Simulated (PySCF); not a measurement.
A calculated (r2SCAN, PySCF 2.14, 6-31G*, the non-relativistic Hamiltonian (point nucleus)) atom or ion has these occupied shells.

| shell | electrons | orbital energy (eV) | rms radius, mean of both spins (bohr) |
| --- | --- | --- | --- |
| 1s α | 1 | -564.09 | 0.231 |
| 1s β | 1 | -562.00 | 0.231 |
| 2s α | 1 | -61.238 | 1.15 |
| 2s β | 1 | -55.689 | 1.15 |
| 2p α | 2 | -46.156 | 1.10 |

Task: Name the element and its charge.

Result: O²⁺ (oxygen, charge +2), in [He] 2s2 2p2, high-spin 3P determinant.
